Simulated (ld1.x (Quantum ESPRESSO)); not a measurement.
## Transferability test, TM potential for selenium (Se)

ld1.x (Quantum ESPRESSO) 7.5 input, shortened:

```
&input
   title='Se', zed=34., rel=2, dft='PBESOL', iswitch=3,
   config='[Ar] 3d10 4s1.5 4p4.5', rel_dist='average'
 /
 &inputp
   pseudotype=2, tm=.true., lloc=-1, rcloc=1.20,
   nlcc=.true., rcore=0.30
 /
3
4S  1  0   1.50   0.00  1.25  1.25  0.0
4P  2  1   4.50   0.00  1.75  1.75  0.0
3D  3  2  10.00   0.00  0.65  0.65  0.0
 &test
   configts(1)='3d10 4s1.5 4p4.5'
 /
```

Open shells are filled in proportion to 2j + 1 (rel_dist='average').

Energies are relative to the spin-unpolarised reference configuration 3d10 4s1.5 4p4.5; without spin polarisation the order of configurations can differ from experiment.

Problem. Give the all-electron excitation energy and the error of the potential for: 3d10 4s2 4p4; 3d10 4s2 4p3; 3d10 4s2 4p2; 3d10 4s0 4p6; 3d10 4s2 4p1; 3d10 4s2 4p3.5; 3d10 4s2 4p4.3.

Solution.

```json
{"valence configuration": "3d10 4s2 4p4", "charge": "0", "ΔE all-electron (eV)": "-5.414", "error AE − PS (meV)": "-1.0"}
{"valence configuration": "3d10 4s2 4p3", "charge": "+1", "ΔE all-electron (eV)": "5.440", "error AE − PS (meV)": "-0.3"}
{"valence configuration": "3d10 4s2 4p2", "charge": "+2", "ΔE all-electron (eV)": "25.812", "error AE − PS (meV)": "-0.2"}
{"valence configuration": "3d10 4s0 4p6", "charge": "0", "ΔE all-electron (eV)": "16.551", "error AE − PS (meV)": "-2.5"}
{"valence configuration": "3d10 4s2 4p1", "charge": "+3", "ΔE all-electron (eV)": "56.720", "error AE − PS (meV)": "-16"}
{"valence configuration": "3d10 4s2 4p3.5", "charge": "+0.5", "ΔE all-electron (eV)": "-1.102", "error AE − PS (meV)": "-1.0"}
{"valence configuration": "3d10 4s2 4p4.3", "charge": "-0.3", "ΔE all-electron (eV)": "-7.007", "error AE − PS (meV)": "-0.8"}
```

Levels in the configuration 3d10 4s2 4p3:

```csv
level,all-electron (eV),pseudo (eV)
3d j=3/2,-64.124,-64.014
3d j=5/2,-63.228,-63.132
4s j=1/2,-26.870,-26.863
4p j=1/2,-15.718,-15.716
4p j=3/2,-15.271,-15.270
```

Note: ghost state, extra bound levels that the all-electron valence spectrum of the same l lacks: s at -34.3 eV. A true bound ghost makes a file unfit for plane-wave use.
